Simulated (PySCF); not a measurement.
How the method moves the HOMO and LUMO of B2FH4N

B2FH4N.
Atom-mapped SMILES: `[BH2:1][NH:2][BH:3][F:4]` (hydrogens: H5, H6 on B1; H7 on N2; H8 on B3)

Cartesian coordinates in Å at the PBE0-D3(BJ)/def2-SVP level; atoms count from 1:
```
atom  x, y, z in Å
B1     1.2542    0.2872   -0.0902
N2     0.0098   -0.3611   -0.2613
B3    -1.2408    0.1079    0.2289
F4    -2.3291   -0.6115   -0.0151
H5     2.2510   -0.2103   -0.5569
H6     1.2887    1.3272    0.5208
H7    -0.0096   -1.2369   -0.7784
H8    -1.3358    1.1325    0.8541
```

Basis pcSseg-2 throughout (PySCF), one geometry. One conformer (not necessarily the lowest) at the PBE0-D3(BJ)/def2-SVP geometry, without solvent, vibrations or thermal averaging.

Problem. How do the orbital energies, the gap and the dipole change with the method?

Solution. 
```
   method                    kind  HOMO (eV)  LUMO (eV)  gap (eV)  μ (D)  SCF cycles
    B97-2           global hybrid      -9.13      -1.02      8.11   0.91          14
     PBE0           global hybrid      -9.38      -1.05      8.33   0.92          14
 mPW1PW91           global hybrid      -9.42      -1.04      8.38   0.92          14
BHandHLYP           global hybrid     -10.82       0.00     10.82   0.93          12
CAM-B3LYP  range-separated hybrid     -10.89       0.03     10.92   0.91          13
  wB97X-D  range-separated hybrid     -11.35       0.85     12.20   0.92          14
  LC-wPBE  range-separated hybrid     -12.28       1.22     13.51   0.91          13
```

The HOMO spans 3.15 eV, from B97-2 down to LC-wPBE, and the gap runs from 8.11 eV (B97-2) to 13.51 eV (LC-wPBE). Over the methods B97-2 (21 %), PBE0 (25 %), mPW1PW91 (25 %), BHandHLYP (50 %), a straight line through the gap against the share of exact exchange rises by 0.96 eV for each 10 % (correlation coefficient 0.998). The dipole ranges from 0.91 D (LC-wPBE) to 0.93 D (BHandHLYP). This basis has no diffuse functions.
